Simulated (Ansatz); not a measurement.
Ansatz results at the PBE0-D4/def2-TZVP geometry: size of the dipole moment (B3LYP/def2-TZVPP) 1.00 D; ideal-gas entropy at 298 K and 1 bar (rigid rotor, harmonic PBE0-D4/def2-TZVP) 354 J/(mol·K); zero-point energy (PBE0-D4/def2-TZVP) 134.8 kJ/mol.

(1) Which molecule gave them?
A. `[SiH3]O[SiH][SiH3]`•
B. `[SiH3][N][GeH3]`•
C. `I[CH]I`•
D. `C[SiH]C#N`•

Results:

(1) B. The others give `[SiH3]O[SiH][SiH3]`•: 0.36, 395, 164.1; `C[SiH]C#N`•: 4.09, 317, 138.4; `I[CH]I`•: 0.43, 324, 35.7.

B3LYP here is the variant with VWN-RPA as its local correlation; programs differ in this.
